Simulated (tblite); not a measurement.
C$_{9}$H$_{11}$ (SMILES [CH2]c1cc(C)cc(C)c1), doublet, geometry from GFN2-xTB; tblite with GFN1-xTB.

tblite was given this input:
```
$ tblite run mol.xyz --method gfn1 --charge 0 --spin 1 --grad --json tblite.json --no-restart

# file mol.xyz
20

C     -0.80412395     2.71585000    -0.41231048
C     -0.41682982     1.40780194    -0.21372738
C     -1.37230449     0.38188220     0.02614918
C     -0.98891175    -0.92298193     0.22437767
C     -1.99844611    -2.00381619     0.47498934
C      0.36940873    -1.24764187     0.18941246
C      1.34304935    -0.27308318    -0.04279541
C      2.78974733    -0.66872628    -0.06925365
C      0.95419588     1.03023874    -0.24053226
H     -1.84070378     3.00001091    -0.39174539
H     -0.08100893     3.49038583    -0.59360307
H     -2.41848226     0.65129451     0.04978996
H     -1.94659981    -2.75830983    -0.30927289
H     -3.00641999    -1.59781971     0.49980635
H     -1.79754199    -2.49717479     1.42514243
H      0.67302486    -2.27307563     0.34509009
H      2.96049382    -1.43058128    -0.82884477
H      3.42416026     0.18694282    -0.28561214
H      3.08486095    -1.08605587     0.89291053
H      1.69350582     1.79724251    -0.42151796
```

What the program printed (banner, timings and long lists left out):

```
xTB calculator
 | screened Coulomb repulsion
 | Coulomb electrostatics
 |  * isotropic Klopman-Ohno-Mataga-Nishimoto electrostatics
 |  * onsite third-order electrostatics
 | DFT-D3(BJ) dispersion correction

halogen bonding energy    0.0000000000000E+00 Eh
repulsion energy          4.3898629047633E-01 Eh
dispersion energy        -9.3374244653613E-03 Eh
number of electrons       4.7000000000000E+01 e
integral cutoff           1.9731147476801E+01 bohr

------------------------------------------------------------
  cycle        total energy    energy error   density error
------------------------------------------------------------
      1     -24.90329634162  -2.5332945E+01   6.5168390E-01
      2     -24.90432244413  -1.0261025E-03   3.8998819E-01
      3     -24.90335349680   9.6894733E-04   1.3143029E-02
      4     -24.90440838934  -1.0548925E-03   3.2729782E-03
      5     -24.90447439229  -6.6002948E-05   3.2461935E-04
      6     -24.90447454025  -1.4796324E-07   7.5118614E-05
      7     -24.90447454908  -8.8303054E-09   2.2371197E-05
      8     -24.90447454965  -5.6971317E-10   4.0879699E-06
------------------------------------------------------------

electronic energy        -2.5334123415660E+01 Eh
total energy             -2.4904474549649E+01 Eh

Post processing:
 | Mayer-Wiberg bond orders

[Info] Tight-binding results written to 'tblite.txt'
[Info] JSON dump of results written to 'tblite.json'
```
